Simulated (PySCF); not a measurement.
## Basis-set dependence of excited states

Species: CH7FP2Si.
SMILES: `FC[SiH](P)P`

TDDFT with PBE0 (PySCF), vertical singlets, core orbitals frozen in the response, spherical d and f functions. The structure is a single PBE0-D3(BJ)/def2-SVP conformer in the gas phase; no vibrational or solvent corrections.

**Question.** How do the low singlets change with the basis? Take 6-31G*, 6-31+G*, def2-SVP, def2-SVPD, aug-cc-pVDZ, def2-TZVP and def2-TZVPD.

**Answer.** 

| basis | functions | diffuse | S1 (eV) | S2 (eV) | S3 (eV) | S4 (eV) | S5 (eV) | LUMO (eV) | α (au) |
| --- | --- | --- | --- | --- | --- | --- | --- | --- | --- |
| 6-31G* | 96 | no | 6.36 | 6.61 | 6.81 | 7.00 | 7.04 | 0.14 | 82.4 |
| 6-31+G* | 116 | yes | 6.11 | 6.20 | 6.41 | 6.48 | 6.51 | -0.35 | 90.9 |
| def2-SVP | 117 | no | 6.46 | 6.63 | 6.82 | 7.05 | 7.13 | 0.24 | 83.0 |
| def2-SVPD | 171 | yes | 6.17 | 6.30 | 6.37 | 6.62 | 6.74 | -0.18 | 97.8 |
| aug-cc-pVDZ | 190 | yes | 6.00 | 6.12 | 6.27 | 6.35 | 6.42 | -0.44 | 100.5 |
| def2-TZVP | 215 | no | 6.11 | 6.23 | 6.40 | 6.66 | 6.73 | -0.14 | 94.1 |
| def2-TZVPD | 269 | yes | 6.02 | 6.11 | 6.18 | 6.46 | 6.51 | -0.33 | 100.2 |

States are compared by their number. Against the largest diffuse basis here (def2-TZVPD, itself not a converged limit), sets without diffuse functions differ by up to 0.44 eV in S1 and 0.62 eV in S5; the smaller diffuse sets differ by up to 0.15 and 0.23 eV. State by state, the largest deviation of a set without diffuse functions is S1 0.44, S2 0.53, S3 0.64, S4 0.58, S5 0.62 eV. The same number needn't mean the same state in each row. Against def2-TZVPD the polarisability deviates by -18% in 6-31G*, -9% in 6-31+G*, -17% in def2-SVP, -2% in def2-SVPD, 0% in aug-cc-pVDZ, -6% in def2-TZVP. A single + in a Pople set puts diffuse functions on heavy atoms only.

Without π bonds the low states are Rydberg-like; a valence basis with one diffuse set may place them up to an eV too high.
